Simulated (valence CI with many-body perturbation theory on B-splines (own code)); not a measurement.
I46+: electric-dipole lines

Level of theory: configuration interaction combined with many-body perturbation theory (CI+MBPT): five valence electrons over a frozen Dirac-Fock core [He], radial functions for each j: 9 s, 9 p, 8 d, 6 f, 3 g, 1 h, with the one-electron correlation potential Σ1, the two-electron term Σ2, the three-electron term Σ3, Breit, model QED; selected CI, second order for the rest (own B-spline code, finite nucleus).

The last digits are not significant, and no measured levels were compared; by estimate large intervals hold to a few tenths of a per cent, small ones and those within an open d or f shell to about a per cent. Among the levels kept, up to 1300 cm⁻¹ of a level comes from second order outside the variational space, and about a tenth of that is noise between levels of different J, which matters for small intervals.

Lines 201 to 250 of 255 in falling wavelength, among levels below 41533 × 10³ cm⁻¹, chosen from the strongest by gf and those to the six lowest levels. Wavelengths and rates use the calculated energies. Electric multipoles are in the length gauge, E1 and E2 with the static RPA response of the core. Weak lines are less certain than strong ones. Lines between different terms over intervals too small for the method are left out, as are lines whose strength nearly cancels. The highest levels of a list are the least certain.

Levels are named by their leading jj configuration (3d3/2^4 stands for four electrons in 3d with j = 3/2), which in mixed levels can hold well under half, so a name can repeat and another be missing. Letters in brackets count levels of one name in rising energy.

```
λ vac (Å)                               Upper                       Lower   A (s⁻¹)  S (a.u.) with core polarisation  S without
    2.656  (2s^2 2p1/2 2p3/2 3d5/2) J=7/2 [b]  (2s^2 2p1/2 2p3/2^2) J=5/2  5.44e+14                         4.03e-02   4.03e-02
    2.655  (2s^2 2p1/2 2p3/2 3d5/2) J=3/2 [b]  (2s^2 2p1/2 2p3/2^2) J=5/2  3.96e+13                         1.46e-03   1.46e-03
    2.655  (2s^2 2p1/2 2p3/2 3d5/2) J=5/2 [a]  (2s^2 2p1/2 2p3/2^2) J=3/2  1.71e+14                         9.47e-03   9.48e-03
    2.649  (2s^2 2p1/2 2p3/2 3d5/2) J=5/2 [b]  (2s^2 2p1/2 2p3/2^2) J=3/2  3.45e+14                         1.90e-02   1.90e-02
    2.644  (2s^2 2p1/2 2p3/2 3d5/2) J=3/2 [b]  (2s^2 2p1/2 2p3/2^2) J=3/2  8.42e+12                         3.07e-04   3.07e-04
    2.644             (2s^2 2p3/2^2 3s) J=3/2  (2s^2 2p1/2 2p3/2^2) J=1/2  5.49e+11                         2.00e-05   2.00e-05
    2.642      (2s^2 2p1/2 2p3/2 3d5/2) J=1/2  (2s^2 2p1/2 2p3/2^2) J=3/2  2.56e+13                         4.67e-04   4.67e-04
    2.640  (2s 2p1/2^2 2p3/2 3p1/2) J=3/2 [b]  (2s^2 2p1/2 2p3/2^2) J=5/2  3.23e+11                         1.17e-05   1.18e-05
    2.640     (2s^2 2p1/2 2p3/2 3s) J=3/2 [a]  (2s^2 2p1/2^2 2p3/2) J=3/2  8.07e+12                         2.93e-04   2.92e-04
    2.638  (2s 2p1/2^2 2p3/2 3p3/2) J=3/2 [a]  (2s^2 2p1/2 2p3/2^2) J=1/2  6.34e+11                         2.30e-05   2.30e-05
    2.636         (2s^2 2p1/2 2p3/2 3s) J=1/2  (2s^2 2p1/2^2 2p3/2) J=3/2  1.11e+13                         2.01e-04   2.01e-04
    2.630         (2s^2 2p1/2 2p3/2 3s) J=5/2  (2s^2 2p1/2^2 2p3/2) J=3/2  5.70e+12                         3.07e-04   3.06e-04
    2.630             (2s^2 2p3/2^2 3s) J=5/2  (2s^2 2p1/2 2p3/2^2) J=5/2  1.90e+12                         1.02e-04   1.02e-04
    2.630      (2s 2p1/2^2 2p3/2 3p1/2) J=1/2  (2s^2 2p1/2 2p3/2^2) J=3/2  4.98e+12                         8.95e-05   8.95e-05
    2.629  (2s 2p1/2^2 2p3/2 3p3/2) J=1/2 [a]  (2s^2 2p1/2 2p3/2^2) J=1/2  2.81e+11                         5.05e-06   5.03e-06
    2.629  (2s 2p1/2^2 2p3/2 3p1/2) J=3/2 [b]  (2s^2 2p1/2 2p3/2^2) J=3/2  2.88e+12                         1.03e-04   1.03e-04
    2.628     (2s^2 2p1/2 2p3/2 3s) J=3/2 [b]  (2s^2 2p1/2^2 2p3/2) J=3/2  7.03e+12                         2.52e-04   2.51e-04
    2.627             (2s^2 2p3/2^2 3s) J=3/2  (2s^2 2p1/2 2p3/2^2) J=5/2  1.04e+13                         3.72e-04   3.71e-04
    2.625      (2s 2p1/2^2 2p3/2 3p3/2) J=7/2  (2s^2 2p1/2 2p3/2^2) J=5/2  1.39e+12                         9.96e-05   9.96e-05
    2.624             (2s^2 2p3/2^2 3s) J=1/2  (2s^2 2p1/2 2p3/2^2) J=1/2  7.95e+12                         1.42e-04   1.41e-04
    2.619             (2s^2 2p3/2^2 3s) J=5/2  (2s^2 2p1/2 2p3/2^2) J=3/2  3.28e+11                         1.75e-05   1.71e-05
    2.616             (2s^2 2p3/2^2 3s) J=3/2  (2s^2 2p1/2 2p3/2^2) J=3/2  2.13e+12                         7.53e-05   7.50e-05
    2.614  (2s 2p1/2^2 2p3/2 3p3/2) J=5/2 [a]  (2s^2 2p1/2 2p3/2^2) J=5/2  5.03e+11                         2.66e-05   2.66e-05
    2.610  (2s 2p1/2^2 2p3/2 3p3/2) J=3/2 [a]  (2s^2 2p1/2 2p3/2^2) J=3/2  1.94e+12                         6.80e-05   6.81e-05
    2.604  (2s 2p1/2^2 2p3/2 3p3/2) J=5/2 [a]  (2s^2 2p1/2 2p3/2^2) J=3/2  2.80e+12                         1.46e-04   1.46e-04
    2.602  (2s 2p1/2^2 2p3/2 3p3/2) J=1/2 [a]  (2s^2 2p1/2 2p3/2^2) J=3/2  6.47e+11                         1.12e-05   1.12e-05
    2.600  (2s 2p1/2^2 2p3/2 3p3/2) J=3/2 [b]  (2s^2 2p1/2 2p3/2^2) J=1/2  1.13e+12                         3.92e-05   3.92e-05
    2.598  (2s 2p1/2^2 2p3/2 3p3/2) J=1/2 [b]  (2s^2 2p1/2 2p3/2^2) J=1/2  1.84e+12                         3.19e-05   3.19e-05
    2.596             (2s^2 2p3/2^2 3s) J=1/2  (2s^2 2p1/2 2p3/2^2) J=3/2  5.73e+11                         9.90e-06   9.91e-06
    2.578  (2s 2p1/2^2 2p3/2 3p3/2) J=5/2 [b]  (2s^2 2p1/2 2p3/2^2) J=3/2  2.86e+12                         1.45e-04   1.45e-04
    2.573  (2s 2p1/2^2 2p3/2 3p3/2) J=3/2 [b]  (2s^2 2p1/2 2p3/2^2) J=3/2  1.04e+12                         3.49e-05   3.49e-05
    2.571  (2s 2p1/2^2 2p3/2 3p3/2) J=1/2 [b]  (2s^2 2p1/2 2p3/2^2) J=3/2  1.27e+12                         2.13e-05   2.13e-05
    2.518  (2s^2 2p1/2 2p3/2 3d3/2) J=3/2 [a]  (2s^2 2p1/2^2 2p3/2) J=3/2  8.04e+13                         2.53e-03   2.53e-03
    2.517  (2s^2 2p1/2 2p3/2 3d3/2) J=5/2 [a]  (2s^2 2p1/2^2 2p3/2) J=3/2  4.70e+13                         2.22e-03   2.22e-03
    2.516  (2s^2 2p1/2 2p3/2 3d3/2) J=1/2 [a]  (2s^2 2p1/2^2 2p3/2) J=3/2  1.02e+13                         1.61e-04   1.61e-04
    2.508  (2s^2 2p1/2 2p3/2 3d3/2) J=5/2 [b]  (2s^2 2p1/2^2 2p3/2) J=3/2  4.09e+14                         1.91e-02   1.91e-02
    2.506  (2s 2p1/2^2 2p3/2 3p1/2) J=3/2 [a]  (2s^2 2p1/2^2 2p3/2) J=3/2  2.12e+14                         6.60e-03   6.60e-03
    2.502  (2s^2 2p1/2 2p3/2 3d3/2) J=3/2 [b]  (2s^2 2p1/2^2 2p3/2) J=3/2  9.93e+13                         3.07e-03   3.08e-03
    2.502      (2s 2p1/2^2 2p3/2 3p1/2) J=5/2  (2s^2 2p1/2^2 2p3/2) J=3/2  9.57e+12                         4.44e-04   4.46e-04
    2.500  (2s^2 2p1/2 2p3/2 3d3/2) J=1/2 [b]  (2s^2 2p1/2^2 2p3/2) J=3/2  4.84e+14                         7.46e-03   7.47e-03
    2.498  (2s^2 2p1/2 2p3/2 3d5/2) J=3/2 [a]  (2s^2 2p1/2^2 2p3/2) J=3/2  1.13e+14                         3.48e-03   3.49e-03
    2.497  (2s^2 2p1/2 2p3/2 3d5/2) J=5/2 [a]  (2s^2 2p1/2^2 2p3/2) J=3/2  5.22e+13                         2.41e-03   2.41e-03
    2.491  (2s^2 2p1/2 2p3/2 3d5/2) J=5/2 [b]  (2s^2 2p1/2^2 2p3/2) J=3/2  1.84e+13                         8.45e-04   8.46e-04
    2.487  (2s^2 2p1/2 2p3/2 3d5/2) J=3/2 [b]  (2s^2 2p1/2^2 2p3/2) J=3/2  4.96e+11                         1.51e-05   1.51e-05
    2.486      (2s^2 2p1/2 2p3/2 3d5/2) J=1/2  (2s^2 2p1/2^2 2p3/2) J=3/2  2.77e+12                         4.20e-05   4.20e-05
    2.475      (2s 2p1/2^2 2p3/2 3p1/2) J=1/2  (2s^2 2p1/2^2 2p3/2) J=3/2  2.07e+13                         3.10e-04   3.09e-04
    2.474  (2s 2p1/2^2 2p3/2 3p1/2) J=3/2 [b]  (2s^2 2p1/2^2 2p3/2) J=3/2  2.39e+13                         7.14e-04   7.12e-04
    2.465             (2s^2 2p3/2^2 3s) J=5/2  (2s^2 2p1/2^2 2p3/2) J=3/2  1.77e+11                         7.85e-06   7.84e-06
    2.462             (2s^2 2p3/2^2 3s) J=3/2  (2s^2 2p1/2^2 2p3/2) J=3/2  1.08e+12                         3.20e-05   3.20e-05
    2.457  (2s 2p1/2^2 2p3/2 3p3/2) J=3/2 [a]  (2s^2 2p1/2^2 2p3/2) J=3/2  8.10e+13                         2.37e-03   2.37e-03
```
